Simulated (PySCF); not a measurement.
**Radial density of N²⁺ (nitrogen, charge +2)**

B97-3, [He] 2s2 2p1, 2P determinant. Computed with PySCF 2.14 in ANO-R3 (4s4p2d1f, 33 functions), with scalar relativity by spin-free X2C-1e.

| r (bohr) | 4πr²ρ (e/bohr) | 4πr²(ρα − ρβ) |
| --- | --- | --- |
| 0.00356 | 0.03314 | 0.0000 |
| 0.00599 | 0.08934 | 0.0001 |
| 0.0101 | 0.2365 | 0.0002 |
| 0.0169 | 0.6031 | 0.0006 |
| 0.0285 | 1.446 | 0.0015 |
| 0.0479 | 3.108 | 0.0037 |
| 0.0806 | 5.582 | 0.0092 |
| 0.136 | 7.418 | 0.0281 |
| 0.228 | 6.012 | 0.1048 |
| 0.384 | 2.566 | 0.3533 |
| 0.645 | 2.166 | 0.7706 |
| 1.09 | 2.516 | 0.7593 |
| 1.83 | 0.7584 | 0.2237 |
| 3.07 | 0.03040 | 0.0104 |

Densities and radii are taken from the X2C orbitals without a picture-change correction, which distorts them close to the nucleus.
